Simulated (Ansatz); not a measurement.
In(Cl)2(SiH3) (Cl2H3InSi), SMILES [In]([Cl])([SiH3])[Cl].

The structure is a stationary point at B3LYP-D3(BJ)/def2-SVP. The structure was generated by enumeration; whether it is a known compound was not checked. The def2 effective core potentials stand for the cores of In; spin–orbit coupling is left out.

Two levels are set side by side: PBE/def2-SVPD (Ansatz, an electronic-structure program) and PBE0/def2-SVPD (Ansatz). Energy differences of separate SCF runs at the same geometry; the states with an electron removed or added have multiplicity 2 and 2. Differences are taken from unrounded values.

```
quantity                            PBE0   PBE  PBE minus PBE0
---------------------------------  -----  ----  --------------
vertical ionisation energy (eV)    10.22  9.84           -0.39
vertical electron affinity (eV)     0.77  0.78            0.01
vertical singlet–triplet gap (eV)   4.47  4.10           -0.37
```
